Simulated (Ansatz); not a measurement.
H2BClN, SMILES `N[B-]Cl` (lower singlet) (charge -1, multiplicity 1). This singlet lies 1.72 eV below the relaxed triplet at the level frozen-core CCSD(T)/aug-cc-pVDZ // B3LYP-D3(BJ)/def2-TZVPD (Ansatz, a quantum-chemistry and plane-wave program).

Method: BLYP/aug-cc-pVTZ // B3LYP-D3(BJ)/def2-TZVPD (Ansatz).

Ansatz 0.2 input:
```yaml
crystal:
  periodic: [false, false, false]
  atoms:
    - { symbol: N, position_ang: [-0.577475, -0.072237, 0.011585] }
    - { symbol: B, position_ang: [0.613421, -0.770927, 0.333362] }
    - { symbol: Cl, position_ang: [2.054347, 0.480529, -0.132582] }
    - { symbol: H, position_ang: [-1.470529, -0.507243, 0.16149] }
    - { symbol: H, position_ang: [-0.619762, 0.869878, -0.373855] }
basis:
  gaussian: { orbitals: aug-cc-pVTZ }
hamiltonian:
  xc: blyp
total_charge: -1
```

Output:

```
Functional definition: BLYP
912 factors; their error is unknown
mean field evaluation 1: about -14717.0947 eV, gradient 5.1e1 eV
mean field evaluation 2: about -14663.6313 eV, gradient 1.3e2 eV
mean field evaluation 4: about -14720.7647 eV, gradient 2.4e1 eV
mean field evaluation 8: about -14723.1308 eV, gradient 2.4e-1 eV
mean field evaluation 16: about -14723.1007 eV, gradient 2.5e-4 eV
mean field -14723.10069771 eV, -541.0639709649 hartree, gradient 1.7e-5 eV, S^2 0.000000; 1 other end points of the search recorded, 0 dependent functions left out
reference -14723.10094414 eV, -541.0639800210 hartree; 16, 16 occupied and 172, 172 virtual orbitals, 912 factors
Total energy: -14723.10094414 eV, -541.0639800210 hartree
```
